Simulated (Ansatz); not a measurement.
Ideal-gas functions of CH₃BrOSn (`C[O][Sn][Br]`) at 600 K and 1 bar, from an Ansatz frequency run at PBE0-D4/def2-TZVP.

Molar mass 229.65 g/mol, point group Cs (symmetry number 1), electronic degeneracy 1, moments of inertia 164.692, 356.038, 517.563 u Å². Harmonic wavenumbers (cm⁻¹, unscaled): 85, 112, 138, 225, 257, 523, 1119, 1171, 1188, 1469, 1491, 1492, 3012, 3081, 3086.

Use S(trans) = R[1.5 ln M + 2.5 ln T − 1.1517]; rotational temperatures θ = 24.2544 K / I; S(rot) = R[ln(√π/σ · √(T³/θAθBθC)) + 1.5]; for each mode x = 1.438777 ν̃/T, S = R[x/(eˣ − 1) − ln(1 − e⁻ˣ)] and H = RT x/(eˣ − 1); 1 cm⁻¹ = 0.0119627 kJ/mol; R = 8.31446 J/(mol·K).

Question: By hand: the entropy, in J/(mol·K).

Answer: Translation 191.2. Rotation: θ = 0.1473, 0.0681, 0.0469 K, giving 128.9. Vibration, mode by mode: 21.55, 19.27, 17.55, 13.54, 12.47, 6.96, 2.22, 2.02, 1.95, 1.14, 1.09, 1.09, 0.05, 0.04, 0.04, in all 101.0. Electronic 0.0. Sum 421.1 J/(mol·K).

Question: By hand: H − E and G − E in kJ/mol, counted from the electronic energy.

Answer: Zero-point energy ½ × 18449 × 0.0119627 = 110.3; thermal vibration 27.3; translation, rotation and pV give 4 RT = 20.0. H − E = 157.6 kJ/mol, and G − E = 157.6 − 600 × 421.1/1000 = -95.1 kJ/mol.

Vibration gives 24 % of the entropy, 58.4 J/(mol·K) of it from the modes under 150 cm⁻¹: soft modes count most, and the harmonic formula is weakest for them. The sum counts one conformer and one mirror image; others add a mixing term.
